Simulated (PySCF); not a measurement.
Species: C₄H₈F₃OSi (doublet state).
Geometry (GFN2-xTB, Å), atoms numbered from 1 in this order:
```xyz
17
C4H8F3OSi angstrom
C     -2.0761    0.2564   -1.0172
C     -1.2260    1.0219    0.0122
C      0.0249    0.2970    0.3628
O      1.1632    0.6194   -0.2447
Si     2.6939    0.0174   -0.2445
C     -0.0325   -0.9766    1.1108
F     -1.1384   -1.0892    1.8557
F      1.0191   -1.1425    1.9416
F     -0.0122   -2.0879    0.3148
H     -2.9557    0.8426   -1.2699
H     -1.5011    0.0757   -1.9218
H     -2.3994   -0.6987   -0.6114
H     -1.8255    1.1764    0.9133
H     -0.9421    1.9914   -0.3979
H      3.1959    0.8293   -1.3416
H      2.6878   -1.4163   -0.5188
H      3.3173    0.2957    1.0468
```

The hyperfine couplings belong to this conformer and change with its torsions.

The species is `CC[C](O[SiH3])C(F)(F)F` [radical].

Computed with UKS B3LYP, pcH-1 on C F H O Si, non-relativistic, mean-field spin-orbit, GIAO (PySCF). The structure is a single GFN2-xTB conformer in the gas phase; no vibrational or solvent corrections. Couplings are sensitive to structure, and on GFN2-xTB geometries they can be far from those on DFT ones. The SCF solution wasn't tested for stability.

Q: What is the g tensor, term by term?

A: 
```tsv
Δg (ppm)	1	2	3
relativistic mass correction	-214	-214	-214
gauge correction	13	75	50
orbital Zeeman/spin–orbit	-23	884	1520
total	-224	745	1356
```

So g = 2.00210, 2.00306, 2.00368 and g_iso = 2.00294; the tensor is rhombic: the two nearest values differ by 39 % of g3 − g1. Axes: g2 points within 11° of the C3–O4 bond.

Q: What are the electron Larmor frequencies g μB B/h along the three axes at 350 mT?

A: 9.8076, 9.8124, 9.8154 GHz for g1, g2 and g3, a range of 7.7 MHz.

Q: What effective moment and Curie constant follow for a powder?

A: With the mean of g² = 4.0118 and S(S+1) = 0.75: μ_eff = √(⟨g²⟩S(S+1)) = 1.735 μB and χT = 0.12505·⟨g²⟩·S(S+1) = 0.376 cm³ K/mol (cgs; spin-Hamiltonian part alone).

Q: How much does each term add to the isotropic shift?

A: The orbital-Zeeman/spin–orbit term 794, the mass correction -214 and the gauge correction 46 ppm, for a total of 626 ppm. The orbital-Zeeman/spin–orbit term is the largest in size. The mass correction is the same along every axis, so the anisotropy comes from the other two: their spans along these axes are 62 (gauge) and 1543 ppm (orbital Zeeman/spin–orbit).

Q: In a frozen sample, at which fields do the three g values resonate at 9.5, 34, 94 and 263 GHz (hyperfine left aside), and which band first spreads them over more than twice a line width of 0.5 mT?

A: 
```
band    GHz  B(g3) mT  B(g2) mT  B(g1) mT  spread mT
   X    9.5    338.75    338.86    339.02       0.27
   Q   34.0   1212.38   1212.75   1213.34       0.96
   W   94.0   3351.88   3352.91   3354.53       2.65
   J  263.0   9378.14   9381.01   9385.54       7.40
```

The spread grows in proportion to the frequency. W band is the first where it exceeds 1.0 mT.

The Mulliken spin populations are largest on C3 (+0.82), O4 (+0.11) and C2 (-0.06). No atom but C3 exceeds +0.15. The angles at C3 add up to 358.3°, so it is nearly planar.

The HOMO–LUMO gaps are 5.29 eV among the α and 7.05 eV among the β orbitals.
